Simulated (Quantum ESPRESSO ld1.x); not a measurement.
Results of a calculation; reference values are marked as such.
Isoelectronic series with 59 electrons, all held in the configuration [Xe] 4f3 6s2, which need not be the ground one along the series. Level of theory: Dirac Kohn-Sham, PBEsol, spin-unpolarised, spherical densities, point nucleus; open shells are shared between the two j in proportion to 2j + 1 (ld1.x of Quantum ESPRESSO 7.5). Total energies (hartree) and mean radii <r> (bohr):

Pr: E (hartree) -9239.17; 4f7/2 1.223; 4f5/2 1.194; 6s1/2 4.478
Nd+: E (hartree) -9626.05; 4f7/2 0.9916; 4f5/2 0.9808; 6s1/2 3.728
Pm2+: E (hartree) -10022.31; 4f7/2 0.8833; 4f5/2 0.8756; 6s1/2 3.264
Sm3+: E (hartree) -10427.97; 4f7/2 0.8095; 4f5/2 0.8031; 6s1/2 2.938
Eu4+: E (hartree) -10843.06; 4f7/2 0.7531; 4f5/2 0.7475; 6s1/2 2.691
Gd5+: E (hartree) -11267.66; 4f7/2 0.7076; 4f5/2 0.7024; 6s1/2 2.492
Tb6+: E (hartree) -11701.82; 4f7/2 0.6694; 4f5/2 0.6646; 6s1/2 2.328
Dy7+: E (hartree) -12145.61; 4f7/2 0.6366; 4f5/2 0.6321; 6s1/2 2.190
Ho8+: E (hartree) -12599.10; 4f7/2 0.6079; 4f5/2 0.6035; 6s1/2 2.070
Er9+: E (hartree) -13062.38; 4f7/2 0.5824; 4f5/2 0.5782; 6s1/2 1.964
Tm10+: E (hartree) -13535.51; 4f7/2 0.5595; 4f5/2 0.5555; 6s1/2 1.871
Yb11+: E (hartree) -14018.60; 4f7/2 0.5388; 4f5/2 0.5348; 6s1/2 1.788
Lu12+: E (hartree) -14511.73; 4f7/2 0.5199; 4f5/2 0.5160; 6s1/2 1.713
Hf13+: E (hartree) -15015.00; 4f7/2 0.5026; 4f5/2 0.4988; 6s1/2 1.644
Ta14+: E (hartree) -15528.51; 4f7/2 0.4866; 4f5/2 0.4828; 6s1/2 1.582
W15+: E (hartree) -16052.35; 4f7/2 0.4718; 4f5/2 0.4680; 6s1/2 1.524
Re16+: E (hartree) -16586.65; 4f7/2 0.4580; 4f5/2 0.4542; 6s1/2 1.471
Os17+: E (hartree) -17131.50; 4f7/2 0.4451; 4f5/2 0.4413; 6s1/2 1.422

4f7/2 drops below 6s1/2 between Pr and Nd+. 4f5/2 drops below 6s1/2 between Pr and Nd+.
